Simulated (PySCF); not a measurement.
Species: C7H11F3O.
Geometry (PBE0-D3(BJ)/def2-SVP, Å), atoms numbered from 1 in this order:
```
atom  x, y, z in Å
C1     0.8933    1.9644   -0.0881
C2     0.0984    0.6942   -0.3618
C3    -1.3949    0.9260   -0.1245
C4    -2.2039   -0.3389   -0.3371
O5    -1.7380   -1.3818    0.4787
C6    -0.4095   -1.7103    0.2112
C7     0.5359   -0.5274    0.4647
C8     1.9641   -0.9545    0.2050
F9     2.1983   -1.1330   -1.1024
F10    2.2437   -2.1141    0.8163
F11    2.8573   -0.0646    0.6498
H12    0.8565    2.2287    0.9812
H13    0.4631    2.8050   -0.6537
H14    1.9488    1.8711   -0.3738
H15    0.2298    0.4206   -1.4253
H16   -1.5483    1.2798    0.9102
H17   -1.7581    1.7223   -0.7945
H18   -2.1574   -0.6417   -1.4047
H19   -3.2621   -0.1841   -0.0808
H20   -0.2905   -2.0456   -0.8406
H21   -0.1464   -2.5533    0.8637
H22    0.4835   -0.2759    1.5383
```

The calculation used PBE0-D3(BJ)/def2-SVP geometry optimisation, gas phase (PySCF 2.14.0).

Take the most abundant isotopes and a rigid rotor. The values belong to one conformer with, in the numbering `[CH3:1][C@@H:2]1[CH2:3][CH2:4][O:5][CH2:6][C@H:7]1[C:8]([F:9])([F:10])[F:11]`, C1–C2–C3–C4 -178°, C2–C3–C4–O5 56°, C3–C4–O5–C6 -61°, C4–O5–C6–C7 61°.

Problem. Give the principal moments of inertia and the rotational constants in MHz.

Solution. Ia = 299.68, Ib = 572.44, Ic = 754.39 u·Å²; 505379 MHz·u·Å²/I gives A = 1686, B = 882.8, C = 669.9 MHz.

Problem. Classify the top.

Solution. An asymmetric top; Ray's κ = -0.581.

Problem. What does the inertial defect say?

Solution. Not planar: Δ = Ic − Ia − Ib = -117.73 u·Å². For a rigid frame Δ = −2 Σ m c², so Σ m c² = 58.86 u·Å² lies off the ab plane: 10.76 from hydrogen and 48.11 from heavier atoms. The atom farthest from that plane is 1.48 Å away.

Problem. Give the other two planar moments, Paa and Pbb, and the rms extents of the mass along the axes.

Solution. Paa = Σ m a² = (Ib + Ic − Ia)/2 = 513.58 and Pbb = Σ m b² = (Ia + Ic − Ib)/2 = 240.81 u·Å². With the mass M = 168.08 u, the rms extents √(P/M) along a, b and c are 1.75, 1.20, 0.59 Å.

Problem. List the rotational levels J(Ka,Kc) to J = 3 (K).

Solution. Above 0(0,0), as E/k:
J = 1: 1(0,1) 0.075, 1(1,1) 0.113, 1(1,0) 0.123
J = 2: 2(0,2) 0.222, 2(1,2) 0.252, 2(1,1) 0.283, 2(2,1) 0.398, 2(2,0) 0.400
J = 3: 3(0,3) 0.439, 3(1,3) 0.459, 3(1,2) 0.520, 3(2,2) 0.622, 3(2,1) 0.630, 3(3,1) 0.841, 3(3,0) 0.841

Problem. Predict some low-J microwave lines.

Solution. The dipole components are |μa| = 1.61 D, |μb| = 1.28 D, |μc| = 0.30 D. Intensities carry the squares of the components, which stand as 1.00 : 0.64 : 0.04 (a : b : c). Some lines, for components of 0.1 D or more:

| type | branch | J(Ka,Kc) | MHz | lower level (cm⁻¹) |
| --- | --- | --- | --- | --- |
| c | Q | 2(1,2) ← 2(0,2) | 628 | 0.154 |
| c | Q | 1(1,1) ← 1(0,1) | 804 | 0.052 |
| b | Q | 1(1,0) ← 1(0,1) | 1016 | 0.052 |
| c | Q | 4(2,3) ← 4(1,3) | 1749 | 0.580 |
| c | Q | 3(2,2) ← 3(1,2) | 2117 | 0.362 |
| b | R | 2(0,2) ← 1(1,1) | 2265 | 0.079 |
| b | Q | 4(1,3) ← 4(0,4) | 2358 | 0.501 |
| b | R | 3(1,2) ← 2(2,1) | 2541 | 0.277 |
| b | Q | 5(3,2) ← 5(2,3) | 3912 | 0.929 |
| a | R | 3(1,3) ← 2(1,2) | 4317 | 0.175 |
| a | R | 3(1,2) ← 2(1,1) | 4952 | 0.196 |
| c | R | 2(2,0) ← 1(1,0) | 5766 | 0.086 |
| b | R | 4(1,4) ← 3(0,3) | 6150 | 0.305 |
| b | Q | 4(4,0) ← 4(3,1) | 6287 | 0.795 |
| a | R | 5(1,5) ← 4(1,4) | 7106 | 0.510 |
| a | R | 5(4,2) ← 4(4,1) | 7846 | 1.005 |
| a | R | 5(3,2) ← 4(3,1) | 7934 | 0.795 |
| c | Q | 5(5,1) ← 5(4,1) | 8111 | 1.266 |
| c | R | 5(2,3) ← 4(1,3) | 10463 | 0.580 |
| b | R | 4(3,2) ← 3(2,1) | 10668 | 0.438 |
| c | R | 4(3,1) ← 3(2,1) | 10696 | 0.438 |
| c | R | 4(4,1) ← 3(3,1) | 12589 | 0.585 |
| c | R | 5(5,0) ← 4(4,0) | 15960 | 1.005 |

Whether it is a minimum is left open (no frequencies). Constants of a rigid frame at the computed geometry: no zero-point averaging, no centrifugal distortion. A rigid rotor knows nothing of internal rotation, which can split or shift real lines.
